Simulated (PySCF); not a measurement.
C₂H₉AlS.
Structure used (PBE0-D3(BJ)/def2-SVP), in Å, numbered top down from 1:
```xyz
13
C2H9AlS angstrom
C     -0.4337    1.5759   -0.4314
S     -0.2245    0.3440    0.8707
C     -1.3819   -0.9317    0.3323
Al     1.9237   -0.6609    0.1920
H     -0.2225    1.1314   -1.4146
H     -1.4518    1.9873   -0.3954
H      0.2921    2.3747   -0.2285
H     -1.2598   -1.7777    1.0220
H     -2.4108   -0.5520    0.3943
H     -1.1402   -1.2575   -0.6894
H      2.8572    0.6220    0.4178
H      1.4890   -1.0011   -1.3209
H      1.9690   -1.8711    1.2407
```

Computed, not measured: PySCF 2.14.0, PBE0-D3(BJ)/def2-SVP geometry optimisation, gas phase.

Question: Which atoms are bound to Al4, and at what distances?

Answer: 4 atoms: H13 1.602 Å, H11 1.603 Å, H12 1.610 Å, S2 2.467 Å. The nearest atom not counted as bound is H5, at 3.22 Å.

Question: List the angles at Al4.

Answer: 
```csv
angle,degrees,distance of the outer atoms (Å)
H11–Al4–H13,119.7,2.77
H12–Al4–H13,117.6,2.75
H11–Al4–H12,117.3,2.74
S2–Al4–H13,98.8,3.14
S2–Al4–H11,98.2,3.13
S2–Al4–H12,96.3,3.09
```

Question: Describe the arrangement about Al4 in numbers.

Answer: Angles from 96.3° to 119.7°; τ4 = (360° − α − β)/141° = 0.87 with α and β the two widest (0 for a square, 1 for a tetrahedron).

Question: What are the other bond lengths?

Answer: C1–S2, S2–C3 1.805 Å; C1–H5 and 5 like bonds 1.099 Å.

Question: Give some angles away from the centre.

Answer: C1–S2–C3 101.1°, C1–S2–Al4 100.4°, C3–S2–Al4 100.9°.

Question: What are the rotational constants (commonest isotopes, rigid rotor)?

Answer: A = 5549, B = 2806, C = 2231 MHz: an asymmetric top.

Charge 0, singlet. Whether it is a minimum is left open (no frequencies).
